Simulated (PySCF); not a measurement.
Computed IR spectrum (relative IR intensity) of a molecule C₄H₇FO₂. Geometry: PBE-D3(BJ)/def2-SVP. The values are those of a single conformer. The numbers are results of PBE-D3(BJ)/def2-SVP (PySCF), not measurements. Harmonic, unscaled wavenumbers; measured fundamentals usually lie a few per cent lower.

```
ν (cm⁻¹)  relative intensity
--------  ------------------
124                      5.3
215                       21
250                      2.4
266                      100
334                       64
350                       14
387                       33
469                      4.0
565                       11
724                       13
874                       13
903                      2.2
942                       45
1064                      31
1073                      70
1130                     6.5
1147                      85
1159                      43
1189                     3.6
1212                      12
1255                      67
1304                      59
1323                     7.6
1345                     7.7
1371                     2.7
1410                      26
2941                      63
2959                      18
3003                      23
3017                      16
3092                     6.3
3656                      37
3713                      29
```

Q: Identify the compound among the candidates.
(A) CO[C@](C)(F)C=O
(B) O[C@H]1COC[C@H]1F
(C) O=C[C@@H](F)CCO
(D) O[C@@H]1C[C@@H](O)C1F

A: D, O[C@@H]1C[C@@H](O)C1F
